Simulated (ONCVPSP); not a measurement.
# O (Z = 8): excitation energies, all-electron against ONCV

* Element: O
* Generator: ONCVPSP 4.0.1
* Type: optimised norm-conserving Vanderbilt (ONCV)
* Functional: PBE
* Relativity: non-relativistic
* Frozen core: [He]
* Valence charge: 6
* Reference configuration: 2s1 2p5
* Partial waves: 2s: rc 1.00 bohr, ncon 4, nbas 7, qcut 7.5 1/bohr, local; 2p: rc 2.15 bohr, ncon 4, nbas 8, qcut 7.7 1/bohr, 2 projectors, debl 1.1 Ha; d scattering state at 0.02 Ha: rc 1.80 bohr, ncon 5, nbas 8, qcut 6.2 1/bohr, 2 projectors, debl 0.7 Ha
* Local potential: the s channel
* Core correction: polynomial model core, fcfact 0.7

Energies are relative to the spin-unpolarised reference configuration 2s1 2p5; without spin polarisation the order of configurations can differ from experiment.

```
valence configuration  charge  ΔE all-electron (eV)  error AE − PS (meV)
              2s2 2p4       0               -14.896                  -24
              2s2 2p3      +1                 1.543                 +288
              2s2 2p2      +2                35.136                +1344
              2s0 2p6       0                14.932                  -22
```

Levels in the configuration 2s0 2p6:

```tsv
level	all-electron (eV)	pseudo (eV)
2p	-9.845	-9.953
```

Note: no bound ghost flagged; GHOST(+) flagged for d at 130.2 eV.
